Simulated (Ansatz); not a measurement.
Species: H4GeS3, SMILES `[SH][GeH]([SH])[SH]` (charge 0, multiplicity 1).

Problem. Give a relaxed geometry from r2SCAN-D4/def2-TZVP run with Ansatz (a program for electronic structure).

Solution. One answer among several that fit: the end point of this relaxation, one of several conformers (outside a Z-matrix the atoms follow the SMILES, hydrogens last).
Bonds (Å): S1–Ge2 2.219, S1–H5 1.345, Ge2–S3 2.219, Ge2–S4 2.222, Ge2–H6 1.535, S3–H7 1.345, S4–H8 1.345. Bond angles (°): Ge2–S1–H5 92.9, S1–Ge2–S3 101.6, S1–Ge2–S4 113.0, S1–Ge2–H6 112.8, S3–Ge2–S4 113.1, S3–Ge2–H6 112.7, S4–Ge2–H6 104.0, Ge2–S3–H7 92.9, Ge2–S4–H8 93.4.
